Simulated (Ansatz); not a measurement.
BFH$_{5}$NSi (`NB(F)[SiH3]`). The species carries charge 0 and has multiplicity 1. Geometry: relaxed with PBE0-D4/def2-TZVP. It is one conformer, not always the lowest.

```xyz
9

N     0.103    0.103   -1.646
B     0.679    0.014   -0.383
F     2.020   -0.014   -0.308
Si   -0.423   -0.076    1.321
H     0.652    0.145   -2.491
H    -0.890    0.130   -1.793
H    -0.170   -1.346    2.055
H    -0.092    1.052    2.234
H    -1.880   -0.007    1.011
```

**Question.** What is the dipole moment at r2SCAN/def2-TZVPP? (Best estimate.)

**Answer.** Ansatz gave: 2.53 D, with components (-1.23, 0.16, -2.20) D in this frame, pointing from negative to positive charge.

**Question.** And with PBE, B3LYP, ωB97M-V? (Estimate.)

**Answer.** The calculation gave: PBE 2.53 D, B3LYP 2.51 D, ωB97M-V 2.50 D.

**Question.** Give the Mulliken charges with r2SCAN, PBE, ωB97M-V in def2-TZVPP. (An estimate is asked.)

**Answer.** The calculation gave: 
| atom | r2SCAN | PBE | ωB97M-V |
| --- | --- | --- | --- |
| N1 | -0.32 | -0.26 | -0.21 |
| B2 | 0.35 | 0.29 | 0.30 |
| F3 | -0.29 | -0.23 | -0.26 |
| Si4 | 0.12 | 0.01 | -0.01 |
| H5 | 0.18 | 0.17 | 0.14 |
| H6 | 0.18 | 0.18 | 0.14 |
| H7 | -0.07 | -0.05 | -0.03 |
| H8 | -0.07 | -0.05 | -0.03 |
| H9 | -0.09 | -0.07 | -0.04 |

B3LYP here is the variant with VWN-RPA as its local correlation; programs differ in this.
